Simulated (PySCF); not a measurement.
This PySCF input asks for the NMR shieldings of `F[C@H]1CBC/C1=C/[SiH3]`, C$_{5}$H$_{10}$BFSi; the geometry comes from GFN2-xTB.

```python
import basis_set_exchange as bse
import numpy as np
from pyscf import gto, dft
from pyscf.prop import nmr

atoms = """
F     0.544100    1.328185    1.280543
C    -0.337538    0.305005    0.975875
C    -1.757811    0.837759    0.750218
B    -2.376273   -0.084980   -0.362163
C    -1.207338   -0.982832   -0.910278
C     0.049611   -0.420171   -0.289744
C     1.276740   -0.497568   -0.785257
Si    2.841602    0.213090   -0.016333
H    -0.298196   -0.379331    1.836173
H    -1.665697    1.848468    0.338251
H    -2.311841    0.946080    1.682389
H    -3.485725   -0.085106   -0.721146
H    -1.348588   -2.007625   -0.544255
H    -1.116217   -1.075757   -1.993285
H     1.390940   -1.031701   -1.721590
H     2.926842   -0.149095    1.399043
H     3.960486   -0.419203   -0.729305
H     2.906143    1.661100   -0.200792
"""
names = dict.fromkeys(["F", "C", "B", "Si", "H"], "pcSseg-1")
basis = {el: gto.basis.parse(bse.get_basis(n, elements=[el], fmt="nwchem")) for el, n in names.items()}
mol = gto.M(atom=atoms, basis=basis, charge=0, verbose=0)
mf = dft.RKS(mol, xc="PBE0")
mf.grids.level = 2
mf.grids.alignment = dft.numint.BLKSIZE   # the property module wants whole blocks of grid points
mf.conv_tol = 1e-9
mf.kernel()

calc = nmr.RKS(mf)   # GIAO
C = mf.mo_coeff
Co = C[:, mf.mo_occ > 0]
resp = mf.gen_response(singlet=True, hermi=2)
def vind(x):   # induced exchange potential for any number of trial vectors
    d = np.einsum("pi,xij,qj->xpq", C, 2 * x.reshape(-1, C.shape[1], Co.shape[1]), Co, optimize=True)
    return np.einsum("xpq,pi,qj->xij", resp(d - d.transpose(0, 2, 1)), C, Co, optimize=True).ravel()
mo1, _ = nmr.rhf.solve_mo1(calc, with_cphf=vind)
sigma = calc.kernel(mo1)
for i, s in enumerate(sigma):   # ppm
    w = np.linalg.eigvalsh((s + s.T) / 2)
    print("%2d %-2s iso %8.1f  s11 %8.1f  s22 %8.1f  s33 %8.1f" % (i, mol.atom_pure_symbol(i), w.mean(), *w))
```

Question: What are the results?

Answer: 
```
 0 F  iso    377.7  s11    354.0  s22    383.8  s33    395.2
 1 C  iso     84.7  s11     39.4  s22     79.4  s33    135.4
 2 C  iso    143.0  s11    123.1  s22    149.7  s33    156.2
 3 B  iso      7.5  s11    -67.4  s22    -29.5  s33    119.4
 4 C  iso    143.0  s11    130.7  s22    138.4  s33    159.9
 5 C  iso     14.9  s11   -100.9  s22     25.1  s33    120.5
 6 C  iso     65.6  s11    -37.4  s22     61.7  s33    172.5
 7 Si iso    433.3  s11    412.1  s22    427.0  s33    460.9
 8 H  iso     25.7  s11     24.0  s22     25.7  s33     27.5
 9 H  iso     29.9  s11     25.4  s22     29.4  s33     34.9
10 H  iso     28.9  s11     24.9  s22     27.9  s33     34.0
11 H  iso     23.4  s11     18.0  s22     25.4  s33     27.0
12 H  iso     29.3  s11     25.0  s22     27.9  s33     35.2
13 H  iso     28.8  s11     24.8  s22     28.9  s33     32.8
14 H  iso     25.6  s11     23.4  s22     24.6  s33     28.9
15 H  iso     27.4  s11     24.0  s22     26.8  s33     31.4
16 H  iso     27.8  s11     24.4  s22     26.0  s33     32.9
17 H  iso     27.4  s11     23.7  s22     26.5  s33     31.9
```

These numbers come from an equivalent density-fitted implementation of the same equations, which agrees with the script to about 0.01 ppm for H and up to a few tenths of a ppm for heavy atoms, so last digits may differ.

Size and cost of the density-fitted run: 193 basis functions, 36 s wall time on 1 thread of an Arm Neoverse V1, shared host; peak memory 0.86 GiB.
